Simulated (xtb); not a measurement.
xtb job for BrH₂NOSW, SMILES [NH]=[W]([OH])(=[S])[Br], multiplicity 1, GFN2-xTB. 

```
$ xtb mol.xyz --gfn 2 --sp --chrg 0 --uhf 0 --json
$ cat mol.xyz
7

W      0.01459429    -0.47911375     0.06356870
N     -0.18112689    -1.36283098    -1.46207720
H     -0.19902036    -1.95192821    -2.29587129
S      2.16252713    -0.21791222     0.40055316
Br    -0.77379689     1.75008405    -0.38834833
O     -0.75578439    -1.14245981     1.58633843
H     -1.08433714    -1.68050558     2.31896180
```

Output:

```
[banner left out]
          |                Calculation Setup                |
           -------------------------------------------------



           -------------------------------------------------
          |                 G F N 2 - x T B                 |
           -------------------------------------------------

        Reference                      10.1021/acs.jctc.8b01176
      * Hamiltonian:
        H0-scaling (s, p, d)           1.850000    2.230000    2.230000
        zeta-weighting                 0.500000
      * Dispersion:
        s8                             2.700000
        a1                             0.520000
        a2                             5.000000
        s9                             5.000000
      * Repulsion:
        kExp                           1.500000    1.000000
        rExp                           1.000000
      * Coulomb:
        alpha                          2.000000
        third order                    shell-resolved
        anisotropic                    true
        a3                             3.000000
        a5                             4.000000
        cn-shift                       1.200000
        cn-exp                         4.000000
        max-rad                        5.000000


          ...................................................
          :                      SETUP                      :
          :.................................................:
          :  # basis functions                  40          :
          :  # atomic orbitals                  37          :
          :  # shells                           15          :
          :  # electrons                        32          :
          :  max. iterations                   250          :
          :  Hamiltonian                  GFN2-xTB          :
          :  restarted?                      false          :
          :  GBSA solvation                  false          :
          :  PC potential                    false          :
          :  electronic temp.          300.0000000     K    :
          :  accuracy                    1.0000000          :
          :  -> integral cutoff          0.2500000E+02      :
          :  -> integral neglect         0.1000000E-07      :
          :  -> SCF convergence          0.1000000E-05 Eh   :
          :  -> wf. convergence          0.1000000E-03 e    :
          :  Broyden damping             0.4000000          :
          :  net charge                          0          :
          :  unpaired electrons                  0          :
          ...................................................

 iter      E             dE          RMSdq      gap      omega  full diag
   1     -4.8451800 -0.484518E+01  0.313E+01    0.63       0.0  T
   2     -6.8129926 -0.196781E+01  0.363E+01    9.43       1.0  T
   3    -13.1615754 -0.634858E+01  0.235E+01    6.55       1.0  T
   4    -15.2464081 -0.208483E+01  0.170E+01    4.83       1.0  T
   5    -16.6599420 -0.141353E+01  0.124E+01    3.47       1.0  T
   6    -16.5039189  0.156023E+00  0.138E+01    3.72       1.0  T
   7    -16.8567387 -0.352820E+00  0.116E+01    3.53       1.0  T
   8    -17.3700381 -0.513299E+00  0.838E+00    2.98       1.0  T
   9    -17.4280430 -0.580049E-01  0.934E+00    2.83       1.0  T
  10    -17.6922491 -0.264206E+00  0.793E+00    1.61       1.0  T
  11    -17.9620469 -0.269798E+00  0.189E+00    1.86       1.0  T
  12    -17.9813831 -0.193362E-01  0.203E+00    2.02       1.0  T
  13    -17.9352240  0.461591E-01  0.341E+00    2.29       1.0  T
  14    -17.9680213 -0.327973E-01  0.210E+00    2.21       1.0  T
  15    -17.9484608  0.195605E-01  0.291E+00    2.26       1.0  T
  16    -17.9867491 -0.382883E-01  0.570E-01    2.02       1.0  T
  17    -17.9876770 -0.927944E-03  0.298E-01    2.10       1.0  T
  18    -17.9846379  0.303914E-02  0.789E-01    2.03       1.0  T
  19    -17.9871741 -0.253614E-02  0.332E-01    2.06       1.0  T
  20    -17.9878953 -0.721294E-03  0.132E-01    2.09       1.0  T
  21    -17.9879053 -0.995538E-05  0.828E-02    2.09       1.0  T
  22    -17.9879155 -0.101513E-04  0.307E-02    2.08       1.2  T
  23    -17.9879164 -0.924015E-06  0.237E-02    2.09       1.6  T
  24    -17.9879169 -0.526803E-06  0.597E-03    2.09       6.3  T
  25    -17.9879169 -0.119659E-07  0.432E-03    2.09       8.8  T
  26    -17.9879169 -0.172774E-07  0.144E-03    2.09      26.3  T
  27    -17.9879169 -0.668913E-08  0.541E-04    2.09      69.9  T
  28    -17.9879169 -0.946535E-09  0.123E-04    2.09     307.0  T

   *** convergence criteria satisfied after 28 iterations ***

         #    Occupation            Energy/Eh            Energy/eV
      -------------------------------------------------------------
         1        2.0000           -0.9094421             -24.7472
       ...           ...                  ...                  ...
        10        2.0000           -0.4714448             -12.8287
        11        2.0000           -0.4622703             -12.5790
        12        2.0000           -0.4179484             -11.3730
        13        2.0000           -0.4117918             -11.2054
        14        2.0000           -0.4031125             -10.9692
        15        2.0000           -0.3936308             -10.7112
        16        2.0000           -0.3775175             -10.2728 (HOMO)
        17                         -0.3008745              -8.1872 (LUMO)
        18                         -0.2862001              -7.7879
        19                         -0.2593537              -7.0574
        20                         -0.2181242              -5.9355
        21                         -0.2073522              -5.6423
       ...                                ...                  ...
        37                          1.5468579              42.0921
      -------------------------------------------------------------
                  HL-Gap            0.0766430 Eh            2.0856 eV
             Fermi-level           -0.3391960 Eh           -9.2300 eV

 SCC (total)                   0 d,  0 h,  0 min,  0.017 sec
 SCC setup                      ...        0 min,  0.000 sec (  0.560%)
 Dispersion                     ...        0 min,  0.000 sec (  0.208%)
 classical contributions        ...        0 min,  0.000 sec (  0.096%)
 integral evaluation            ...        0 min,  0.002 sec ( 13.172%)
 iterations                     ...        0 min,  0.011 sec ( 66.127%)
 molecular gradient             ...        0 min,  0.003 sec ( 19.108%)
 printout                       ...        0 min,  0.000 sec (  0.638%)

         :::::::::::::::::::::::::::::::::::::::::::::::::::::
         ::                     SUMMARY                     ::
         :::::::::::::::::::::::::::::::::::::::::::::::::::::
         :: total energy             -17.897109290516 Eh    ::
         :: gradient norm              0.000096517319 Eh/a0 ::
         :: HOMO-LUMO gap              2.085562556320 eV    ::
         ::.................................................::
         :: SCC energy               -17.987907441283 Eh    ::
         :: -> isotropic ES           -0.002727866409 Eh    ::
         :: -> anisotropic ES         -0.004301521725 Eh    ::
         :: -> anisotropic XC         -0.015991018455 Eh    ::
         :: -> dispersion             -0.006830485627 Eh    ::
         :: repulsion energy           0.090798150767 Eh    ::
         :: add. restraining           0.000000000000 Eh    ::
         :: total charge              -0.000000000000 e     ::
         :::::::::::::::::::::::::::::::::::::::::::::::::::::

           -------------------------------------------------
          |                Property Printout                |
           -------------------------------------------------

    * Orbital Energies and Occupations

         #    Occupation            Energy/Eh            Energy/eV
      -------------------------------------------------------------
         1        2.0000           -0.9094421             -24.7472
       ...           ...                  ...                  ...
         4        2.0000           -0.6468150             -17.6007
         5        2.0000           -0.6151929             -16.7403
         6        2.0000           -0.5335504             -14.5186
         7        2.0000           -0.5320435             -14.4776
         8        2.0000           -0.5133631             -13.9693
         9        2.0000           -0.4718570             -12.8399
        10        2.0000           -0.4714448             -12.8287
        11        2.0000           -0.4622703             -12.5790
        12        2.0000           -0.4179484             -11.3730
        13        2.0000           -0.4117918             -11.2054
        14        2.0000           -0.4031125             -10.9692
        15        2.0000           -0.3936308             -10.7112
        16        2.0000           -0.3775175             -10.2728 (HOMO)
        17                         -0.3008745              -8.1872 (LUMO)
        18                         -0.2862001              -7.7879
        19                         -0.2593537              -7.0574
        20                         -0.2181242              -5.9355
        21                         -0.2073522              -5.6423
        22                         -0.0273589              -0.7445
        23                          0.0038617               0.1051
        24                          0.0086240               0.2347
        25                          0.0105879               0.2881
        26                          0.0143771               0.3912
        27                          0.0187433               0.5100
       ...                                ...                  ...
        37                          1.5468579              42.0921
      -------------------------------------------------------------
                  HL-Gap            0.0766430 Eh            2.0856 eV
             Fermi-level           -0.3391960 Eh           -9.2300 eV

     #   Z          covCN         q      C6AA      α(0)
     1  74 W        3.549     0.863   416.414    45.007
     2   7 N        1.743    -0.486    33.847     8.610
     3   1 H        0.860     0.200     1.107     1.648
     4  16 S        0.950    -0.376   155.507    21.092
     5  35 Br       0.893    -0.074   186.922    22.044
     6   8 O        1.633    -0.457    21.989     6.330
     7   1 H        0.805     0.329     0.639     1.255

 Mol. C6AA /au·bohr⁶  :       3414.533054
 Mol. C8AA /au·bohr⁸  :     256171.743944
 Mol. α(0) /au        :        105.985715


Wiberg/Mayer (AO) data.
largest (>0.10) Wiberg bond orders for each atom

 ---------------------------------------------------------------------------
     #   Z sym  total        # sym  WBO       # sym  WBO       # sym  WBO
 ---------------------------------------------------------------------------
     1  74 W    7.083 --     2 N    2.233     4 S    2.197     6 O    1.262
                             5 Br   1.260
     2   7 N    3.329 --     1 W    2.233     3 H    0.867     4 S    0.110
     3   1 H    0.960 --     2 N    0.867
     4  16 S    2.487 --     1 W    2.197     2 N    0.110
     5  35 Br   1.468 --     1 W    1.260
     6   8 O    2.286 --     1 W    1.262     7 H    0.829
     7   1 H    0.891 --     6 O    0.829
 ---------------------------------------------------------------------------

Topologies differ in total number of bonds
Writing topology from bond orders to xtbtopo.mol

molecular dipole:
                 x           y           z       tot (Debye)
 q only:       -1.336      -0.417       0.423
   full:       -1.663      -1.840       1.300       7.117
molecular quadrupole (traceless):
Note: The following floating-point exceptions are signalling: IEEE_UNDERFLOW_FLAG IEEE_DENORMAL
normal termination of xtb
                xx          xy          yy          xz          yz          zz
 q only:       -7.294       2.330       2.516      -3.564      -2.528       4.778
  q+dip:       -8.173       8.963      -4.281      -5.992      -1.244      12.454
   full:       -8.452       8.897      -3.893      -6.068      -1.593      12.345


           -------------------------------------------------
          | TOTAL ENERGY              -17.897109290516 Eh   |
          | GRADIENT NORM               0.000096517319 Eh/α |
          | HOMO-LUMO GAP               2.085562556320 eV   |
           -------------------------------------------------

------------------------------------------------------------------------
------------------------------------------------------------------------
 total:
 SCF:
```

Self-consistency was reached.

Cost: roughly 0.04 core-seconds.
